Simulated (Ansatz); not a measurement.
## Match the barriers

Saddle point of SiNH4ClF2, closed shell (SiNH₃F₂ ([NH2][SiH]([F])[F]) + HCl → SiHClF₂ ([F][SiH]([F])[Cl]) + NH₃ (still joined by a long Si–N bond); bonds formed: Si1–Cl7, N2–H6; bonds broken: H6–Cl7; bonds weakened to dative contacts: Si1–N2), PBE0-D4/def2-TZVP structure:

Si1  (-0.770, -0.459, -0.213)
N2  (0.956, 0.085, -0.142)
F3  (-0.687, -1.623, -1.297)
F4  (-1.066, -1.192, 1.144)
H5  (-1.725, 0.513, -0.724)
H6  (0.742, 1.000, 0.541)
Cl7  (-0.375, 1.920, 1.412)
H8  (1.360, 0.344, -1.037)
H9  (1.566, -0.587, 0.316)
(Å)

Ansatz 0.2.0; basis: def2-TZVPP, with def2-QZVPP for the basis limit; cores frozen in the correlated methods. Extrapolation: Hartree–Fock as exp(−7.88 √X), correlation as X^−2.97. Four methods, as single points on the PBE0-D4 structures, gave these electronic barriers from the start structure: 9.10, 10.58, 13.08, 17.05 kcal/mol.

The methods were, in alphabetical order, BLYP-D4, CCSD(T), HF, PBE0-D4. Which gave which? (A judgement: the text doesn't fix the answer.)

By the calculation: PBE0-D4 9.10; BLYP-D4 10.58; CCSD(T) 13.08; HF 17.05 kcal/mol. For comparison, CCSD(T) at an estimated basis limit (MP2 extrapolated from triple and quadruple zeta, plus CCSD(T) − MP2 in triple zeta) gives 11.22 kcal/mol.

T1 diagnostic: at most 0.011.

Hydrogen chloride, the by-product of chloride precursors, can attack films and sites by steps of this kind.

Labels in which every atom is bracketed show which atoms are joined, not bond orders.

For scale, one of the runs: CCSD(T)/def2-TZVPP, 233 basis functions, launched by `ansatz run in.yaml --threads 4 --pin off --events-out ev --progress --plain --max-ram 9574MiB`. The run took 100 s on 4 CPU threads of an Arm Neoverse V2 (shared host), with 4.2 GiB of host memory at its peak.
